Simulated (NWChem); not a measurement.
# CH$_{4}$FNSi$_{2}$; SMILES F[Si@H]1N=C[SiH2]1

```xyz
9

F     -0.5180    -2.0717    -0.5419
Si    -0.0305    -0.8417     0.3993
N      1.4810    -0.0734    -0.1703
C      1.1246     1.1595    -0.2835
Si    -0.7811     1.3302    -0.0176
H      0.1131    -1.3962     1.7732
H      1.8826     1.9299    -0.5271
H     -1.2760     2.2890     1.0199
H     -1.5154     1.5763    -1.2967
```
Atoms are numbered in this order, from 1.

Level: PBE0/def2-SVP (NWChem), optimised geometry, unscaled harmonic frequencies. 

Task: List the harmonic frequencies with IR intensities, and the thermochemistry.

Result: 
```
frequency (cm⁻¹)  IR intensity (km/mol)
----------------  ---------------------
119                                 1.0
184                                 5.7
297                                22.8
397                                 8.1
457                                 0.7
507                                15.5
582                                 5.1
619                                25.8
711                                37.3
750                                75.6
800                               117.7
827                                48.6
903                                92.8
928                               111.0
942                               105.3
1298                               23.3
1617                               49.7
2213                               98.8
2230                               69.9
2259                              134.2
3056                               42.7
```

```yaml
zero_point_energy: 31.0 kcal/mol
thermal correction to the enthalpy at 298.15 K (with zero-point energy): 35.5 kcal/mol
heat capacity Cv: 22.0 cal/(mol K)
entropy at 298.15 K and 1 atm (symmetry number 1): 78.2 cal/(mol K)
dipole_moment: 2.56 D
```

Rigid rotor and harmonic oscillator.
